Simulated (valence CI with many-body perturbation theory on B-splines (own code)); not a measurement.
Ga15+: calculated level list

Computed by valence CI with perturbative core correlation (CI+MBPT): six valence electrons over a frozen Dirac-Fock core [Ne], a basis of 9 s, 9 p, 8 d, 6 f, 3 g, 1 h functions for each j, with the one-electron correlation potential Σ1, the two-electron term Σ2, the three-electron term Σ3, Breit, model QED; selected CI, second order for the rest, scaled by the run's own slope (own B-spline code, finite nucleus).

No measured spectrum was set against this ion. As an estimate, levels of excited configurations hold to 0.05 to 0.15 % of their energy, terms of the ground configuration to about 0.5 %. Among the levels kept, up to 1400 cm⁻¹ of a level comes from second order outside the variational space, and about a tenth of that is noise between levels of different J, which matters for small intervals.

Levels 1 to 42 of 42, with energies above the lowest level, 3s2 3p4 3P_2. "Leading %" is the weight of the configuration and term that name the level; weights of strongly mixed levels are sums over their largest components and can fall short. In the jj column 3d3/2^4 stands for four electrons in 3d with j = 3/2. Lifetimes count E1, E2, E3, M1 and M2 decay at the calculated energies, and are blank where another channel may lead or the interval is too uncertain; long ones can be off by a factor of two.

| No. | Configuration | Term | J | E (eV) | Leading % | Leading jj | Lifetime |
| --- | --- | --- | --- | --- | --- | --- | --- |
| 1 | 3s2 3p4 | 3P | 2 | 0.000 | 87 | 3s^2 3p1/2^2 3p3/2^2 (89 %) |  |
| 2 | 3s2 3p4 | 3P | 0 | 3.724 | 79 | 3s^2 3p1/2^2 3p3/2^2 (73 %) | 6.04 s |
| 3 | 3s2 3p4 | 3P | 1 | 4.315 | 97 | 3s^2 3p1/2 3p3/2^3 (97 %) | 1.17 ms |
| 4 | 3s2 3p4 | 1D | 2 | 8.165 | 87 | 3s^2 3p1/2 3p3/2^3 (89 %) | 914 μs |
| 5 | 3s2 3p4 | 1S | 0 | 16.403 | 78 | 3s^2 3p3/2^4 (73 %) | 108 μs |
| 6 | 3s 3p5 | 3P° | 2 | 50.261 | 80 | 3s 3p1/2^2 3p3/2^3 (80 %) | 181 ps |
| 7 | 3s 3p5 | 3P° | 1 | 53.035 | 75 | 3s 3p1/2^2 3p3/2^3 (41 %) | 157 ps |
| 8 | 3s 3p5 | 3P° | 0 | 55.185 | 78 | 3s 3p1/2 3p3/2^4 (78 %) | 168 ps |
| 9 | 3s 3p5 | 1P° | 1 | 64.103 | 54 | 3s 3p1/2 3p3/2^4 (34 %) | 70.1 ps |
| 10 | 3s2 3p3 3d | 5D° | 0 | 66.992 | 92 | 3s^2 3p1/2 3p3/2^2 3d3/2 (42 %) | 1.81 ns |
| 11 | 3s2 3p3 3d | 5D° | 2 | 67.052 | 86 | 3s^2 3p1/2^2 3p3/2 3d3/2 (42 %) | 2.74 ns |
| 12 | 3s2 3p3 3d | 5D° | 3 | 67.092 | 84 | 3s^2 3p1/2^2 3p3/2 3d3/2 (27 %) | 7.32 ns |
| 13 | 3s2 3p3 3d | 5D° | 1 | 67.102 | 93 | 3s^2 3p1/2 3p3/2^2 3d3/2 (48 %) | 1.48 ns |
| 14 | 3s2 3p3 3d | 5D° | 4 | 67.600 | 90 | 3s^2 3p1/2 3p3/2^2 3d5/2 (46 %) | 8.75 ms |
| 15 | 3s2 3p3 3d | 3D° | 2 | 70.455 | 47 | 3s^2 3p1/2^2 3p3/2 3d5/2 (48 %) | 3.00 ns |
| 16 | 3s2 3p3 3d | 3D° | 3 | 72.138 | 68 | 3s^2 3p1/2 3p3/2^2 3d5/2 (77 %) | 609 ns |
| 17 | 3s2 3p3 3d | 3D° | 1 | 72.591 | 95 | 3s^2 3p1/2 3p3/2^2 3d5/2 (44 %) | 4.60 ns |
| 18 | 3s2 3p3 3d | 3F° | 2 | 73.163 | 58 | 3s^2 3p1/2 3p3/2^2 3d3/2 (75 %) | 4.02 ns |
| 19 | 3s2 3p3 3d | 1S° | 0 | 73.724 | 90 | 3s^2 3p1/2 3p3/2^2 3d5/2 (45 %) | 7.34 ns |
| 20 | 3s2 3p3 3d | 3F° | 3 | 73.926 | 70 | 3s^2 3p1/2 3p3/2^2 3d3/2 (66 %) | 10.8 ns |
| 21 | 3s2 3p3 3d | 3F° | 4 | 75.192 | 78 | 3s^2 3p1/2 3p3/2^2 3d5/2 (64 %) |  |
| 22 | 3s2 3p3 3d | 3G° | 3 | 76.924 | 77 | 3s^2 3p1/2^2 3p3/2 3d3/2 (32 %) | 1.34 ns |
| 23 | 3s2 3p3 3d | 3G° | 4 | 77.742 | 64 | 3s^2 3p1/2 3p3/2^2 3d5/2 (52 %) |  |
| 24 | 3s2 3p3 3d | 3G° | 5 | 78.706 | 98 | 3s^2 3p1/2 3p3/2^2 3d5/2 (98 %) |  |
| 25 | 3s2 3p3 3d | 1G° | 4 | 79.119 | 80 | 3s^2 3p1/2 3p3/2^2 3d3/2 (67 %) |  |
| 26 | 3s2 3p3 3d | 1D° | 2 | 80.872 | 68 | 3s^2 3p1/2 3p3/2^2 3d3/2 (53 %) | 380 ps |
| 27 | 3s2 3p3 3d | 3D° | 1 | 81.747 | 93 | 3s^2 3p1/2 3p3/2^2 3d3/2 (32 %) | 190 ps |
| 28 | 3s2 3p3 3d | 3P° | 0 | 82.902 | 87 | 3s^2 3p1/2^2 3p3/2 3d3/2 (35 %) | 9.28 ns |
| 29 | 3s2 3p3 3d | 3P° | 1 | 83.275 | 84 | 3s^2 3p1/2^2 3p3/2 3d5/2 (26 %) | 94.4 ps |
| 30 | 3s2 3p3 3d | 3D° | 2 | 84.175 | 69 | 3s^2 3p1/2 3p3/2^2 3d5/2 (61 %) | 1.15 ns |
| 31 | 3s2 3p3 3d | 3F° | 3 | 84.387 | 81 | 3s^2 3p1/2 3p3/2^2 3d5/2 (44 %) | 508 ps |
| 32 | 3s2 3p3 3d | 3F° | 2 | 84.889 | 64 | 3s^2 3p3/2^3 3d3/2 (33 %) | 128 ps |
| 33 | 3s2 3p3 3d | 3F° | 4 | 85.722 | 70 | 3s^2 3p3/2^3 3d5/2 (73 %) | 199 μs |
| 34 | 3s2 3p3 3d | 3P° | 2 | 86.560 | 72 | 3s^2 3p3/2^3 3d5/2 (56 %) | 38.2 ps |
| 35 | 3s2 3p3 3d | 3D° | 3 | 86.592 | 75 | 3s^2 3p1/2 3p3/2^2 3d5/2 (57 %) | 474 ps |
| 36 | 3s2 3p3 3d | 3P° | 1 | 90.581 | 38 | 3s^2 3p1/2 3p3/2^2 3d3/2 (73 %) | 6.32 ps |
| 37 | 3s2 3p3 3d | 3P° | 2 | 90.699 | 78 | 3s^2 3p1/2 3p3/2^2 3d3/2 (37 %) | 7.03 ps |
| 38 | 3s2 3p3 3d | 3S° | 1 | 91.455 | 60 | 3s^2 3p1/2 3p3/2^2 3d5/2 (65 %) | 7.46 ps |
| 39 | 3s2 3p3 3d | 1F° | 3 | 91.647 | 63 | 3s^2 3p3/2^3 3d5/2 (60 %) | 56.2 ps |
| 40 | 3s2 3p3 3d | 3P° | 1 | 93.851 | 43 | 3s^2 3p3/2^3 3d5/2 (22 %) | 6.23 ps |
| 41 | 3s2 3p3 3d | 3D° | 3 | 93.875 | 78 | 3s^2 3p1/2 3p3/2^2 3d3/2 (46 %) | 6.02 ps |
| 42 | 3s2 3p3 3d | 3P° | 0 | 93.905 | 77 | 3s^2 3p3/2^3 3d3/2 (46 %) | 5.52 ps |

Names give the largest LS component (configuration and term), which can be under half, so a name can repeat, a term be missing and a line seem to break the LS rules; names also repeat where a configuration has a term twice.

The ionisation energy to 3s2 3p3 4S°_3/2 of the next ion comes out as 549.01 eV (NIST: 548.3 ± 0.7 eV (semi-empirical)). All 42 levels together are meant to be complete up to 94.177 eV.
